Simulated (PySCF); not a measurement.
Molecule: `CO[BH2-][NH3+]`, CH₈BNO.

Atom-mapped SMILES (the numbers label the heavy atoms): `[CH3:1][O:2][BH2-:3][NH3+:4]`. Hydrogens are named by the atom that carries them.

Geometry PBE0-D3(BJ)/def2-SVP throughout; GIAO in PySCF 2.14, gas phase, one conformer, non-relativistic; equivalent atoms averaged; functional PBE0.

Q: How do the shifts δ (against TMS, H2O, BF3·OEt2, NH3 at the same level) depend on the basis set? (ppm; last column core-seconds on shared hosts with different chips, so compare them loosely)

A: 
```
    basis set  functions    C1    O2    B3    N4  H(B3)  H(C1)  H(N4)  core-s
     pcSseg-0         52  60.8  15.2  -4.4  38.8   4.32   3.71   1.74     3.5
       6-31G*         72  54.8   6.4  -2.8  29.1   3.38   3.38   1.88       5
      cc-pVDZ         96  55.0  25.4  -2.4  41.1   3.11   3.31   2.09     6.7
     def2-SVP         96  54.5  22.0  -3.8  40.3   3.04   3.23   2.14     6.1
     pcSseg-1        108  57.5  25.5  -3.7  48.0   3.12   3.42   2.23     7.9
6-311+G(2d,p)        156  56.0  20.4  -4.0  40.4   3.24   3.41   2.17      12
  aug-cc-pVDZ        164  54.3  22.3  -2.7  37.4   3.31   3.51   2.38      13
    def2-TZVP        172  57.0  24.3  -3.7  43.4   3.27   3.38   2.16      14
     IGLO-III        220  58.0  21.0  -2.5  41.3   3.19   3.42   2.34      19
      cc-pVTZ        232  56.6  25.1  -3.7  44.9   3.12   3.36   2.37      22
```

Q: Which nucleus moves most, in ppm?

A: O2 (oxygen bonded to C, B): from 6.4 ppm with 6-31G* to 25.5 ppm with pcSseg-1. The smallest spread is 0.48 ppm, at H(C1). Proton shifts span only some 12 ppm, so a few tenths of a ppm matter as much there as several ppm in carbon.

Q: Taking the largest basis, cc-pVTZ (232 functions), as the yardstick, rank the others by their worst heavy-atom deviation.

A: def2-TZVP 1.5 ppm (172 functions), pcSseg-1 3.1 ppm (108 functions), cc-pVDZ 3.8 ppm (96 functions), IGLO-III 4.1 ppm (220 functions), def2-SVP 4.6 ppm (96 functions), 6-311+G(2d,p) 4.7 ppm (156 functions), aug-cc-pVDZ 7.5 ppm (164 functions), pcSseg-0 9.9 ppm (52 functions), 6-31G* 18.8 ppm (72 functions).

A small basis that lands close on one nucleus may do so by chance; judge by the trend and by all nuclei.
